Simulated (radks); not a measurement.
Neutral gallium inside a hard spherical wall (all orbitals vanish at R), configuration held at [Ar] 3d10 4s2 4p1 and not refilled when levels cross. Calculated with a radial shooting solver on a logarithmic mesh with Libxc functionals: scalar-relativistic Kohn-Sham, PBEsol, spin-polarised, spherical densities, finite nucleus; open shells are filled with parallel spins first; Fermi nuclear charge, rms radius 3.9973 fm. Eigenvalues in eV for spin up, with the zero of energy where the potential of the charges vanishes at infinity; a dash marks a level that is unbound or too diffuse for the functional's potential to be trusted. A positive occupied level is held by the wall or, in an anion where self-interaction has pushed it up, behind a barrier. The pressure on the wall is -dE/dV.

R (bohr) = free: E (hartree) -1942.45562; kinetic (hartree) 1975.258; e(3p) -98.614; e(3d) -19.116; e(4s) -9.233; e(4p) -2.872; e(5s, empty) -; e(5p, empty) -; pressure (GPa) 0
R (bohr) = 12: E (hartree) -1942.45550; kinetic (hartree) 1975.260; e(3p) -98.595; e(3d) -19.097; e(4s) -9.219; e(4p) -2.857; e(5s, empty) 0.029; e(5p, empty) 1.421; pressure (GPa) 0.00181
R (bohr) = 8: E (hartree) -1942.45115; kinetic (hartree) 1975.286; e(3p) -98.306; e(3d) -18.812; e(4s) -9.010; e(4p) -2.584; e(5s, empty) 2.267; e(5p, empty) 5.297; pressure (GPa) 0.151
R (bohr) = 7: E (hartree) -1942.44409; kinetic (hartree) 1975.323; e(3p) -98.007; e(3d) -18.518; e(4s) -8.796; e(4p) -2.266; e(5s, empty) 4.102; e(5p, empty) 7.985; pressure (GPa) 0.536
R (bohr) = 6: E (hartree) -1942.42396; kinetic (hartree) 1975.423; e(3p) -97.391; e(3d) -17.914; e(4s) -8.334; e(4p) -1.550; e(5s, empty) 7.606; e(5p, empty) 12.684; pressure (GPa) 2.16
R (bohr) = 5: E (hartree) -1942.36069; kinetic (hartree) 1975.703; e(3p) -96.071; e(3d) -16.628; e(4s) -7.219; e(4p) 0.154; e(5s, empty) 14.867; e(5p, empty) 21.673; pressure (GPa) 10.2
R (bohr) = 4: E (hartree) -1942.13668; kinetic (hartree) 1976.571; e(3p) -93.141; e(3d) -13.797; e(4s) -4.142; e(4p) 4.582; e(5s, empty) 31.649; e(5p, empty) 41.100; pressure (GPa) 59.9
R (bohr) = 3.5: E (hartree) -1941.83481; kinetic (hartree) 1977.642; e(3p) -90.373; e(3d) -11.130; e(4s) -0.600; e(4p) 9.378; e(5s, empty) 48.475; e(5p, empty) 59.808; pressure (GPa) 164
R (bohr) = 3: E (hartree) -1941.17101; kinetic (hartree) 1979.877; e(3p) -85.745; e(3d) -6.640; e(4s) 6.368; e(4p) 18.330; e(5s, empty) 77.918; e(5p, empty) 91.642; pressure (GPa) 512
R (bohr) = 2.5: E (hartree) -1939.54464; kinetic (hartree) 1985.128; e(3p) -77.319; e(3d) 1.756; e(4s) 21.642; e(4p) 36.864; e(5s, empty) 134.14; e(5p, empty) 150.68; pressure (GPa) 1910
